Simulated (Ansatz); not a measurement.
`CB(C)[SiH2]N` + HCl → `CB(C)Cl` + `N[SiH3]` at 700 K and 1 bar (cleavage of the B–Si bond).

Gas-phase electronic energies from Ansatz, PBE0-D4/def2-TZVP geometries. CCSD(T)/CBS is the MP2 limit (def2-TZVPP, def2-QZVPP) plus CCSD(T) − MP2 in def2-TZVPP, frozen cores. This one scheme is used for every species. One conformer a species, not always the lowest.

| species | CCSD(T)/CBS energy (Eh) | H − E (kJ/mol) | S (J/(mol·K)) |
| --- | --- | --- | --- |
| `CB(C)[SiH2]N` | -450.72438 | 416.8 | 554.8 |
| HCl | -460.38127 | 38.4 | 211.8 |
| `CB(C)Cl` | -564.35192 | 272.5 | 420.6 |
| `N[SiH3]` | -346.80422 | 180.7 | 336.3 |

H − E and S are ideal-gas, rigid-rotor, harmonic terms from PBE0-D4/def2-TZVP, for one conformer and one mirror image of each species. 1 Eh = 2625.50 kJ/mol, R = 8.31446 J/(mol·K).

Question: By hand: ΔE, ΔH, ΔS and ΔG.

Answer: ΔE = (-564.35192) + (-346.80422) − (-450.72438) − (-460.38127) = -0.05049 Eh = -132.6 kJ/mol. Δ(H − E) = 272.5 + 180.7 − 416.8 − 38.4 = -2.0, so ΔH = -134.6 kJ/mol. ΔS = 420.6 + 336.3 − 554.8 − 211.8 = -9.7 J/(mol·K). ΔG = -134.6 − 700 × (-9.7)/1000 = -127.8 kJ/mol.

Question: By hand: the equilibrium constant, and the temperature at which ΔG would vanish if ΔH and ΔS stayed fixed.

Answer: log₁₀ K = −ΔG/(RT ln 10) = 9.5. ΔG = 0 at ΔH/ΔS = 13876 K, far beyond where these terms or the molecules hold.

The number of gas molecules stays the same, so ΔS is small and ΔH decides. A doubt of 5 kJ/mol in ΔE shifts log₁₀ K by 0.4 here. Other conformers and mirror images would add mixing entropy, several J/(mol·K) or more a flexible species. Modes under 60 cm⁻¹, often nearly free rotors, make the harmonic entropy too high. These are equilibria of isolated gas molecules and say nothing of rates. Largest T1 diagnostic: 0.011 (customary marks: 0.02 for closed shells, 0.045 for open ones).
